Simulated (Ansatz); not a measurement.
Computed with Ansatz on PBE0-D4/def2-TZVP structures; ΔE is electronic, products minus reactants. CBS: MP2 limit from def2 TZ/QZ plus the TZ coupled-cluster correction, frozen cores. This one scheme is used for every species. DFT in def2-TZVPP. For Ga, Ge outer-core shells are correlated without core-valence functions, which leaves a few kJ/mol of doubt a bond. Scalar relativity is left out up to krypton. One conformer a species, not always the lowest.

Reaction (formal exchange of groups at a Ga–Ge bond): `[BH2][GaH][GeH2][CH3]` + `C[SiH3]` → `[BH2][GaH][SiH2]C` + `[CH3][GeH3]`

```csv
species,ωB97M-V energy (Eh)
`[BH2][GaH][GeH2][CH3]`,-4069.32481
`C[SiH3]`,-331.16718
`[BH2][GaH][SiH2]C`,-2281.91603
`[CH3][GeH3]`,-2118.56722
```

Task: Work out ΔE.

Result: ΔE = (-2281.91603) + (-2118.56722) − (-4069.32481) − (-331.16718) = 0.00874 Eh = +22.9 kJ/mol. CCSD(T)/CBS gives +23.1 kJ/mol.

Largest T1 diagnostic among the species: 0.013.

Leaving LDA and LC-ωPBE aside and taking each functional with its dispersion term where it has one, the values, not all of them listed here, spread over 12.5 kJ/mol, from B97M-V to BHLYP-D4.
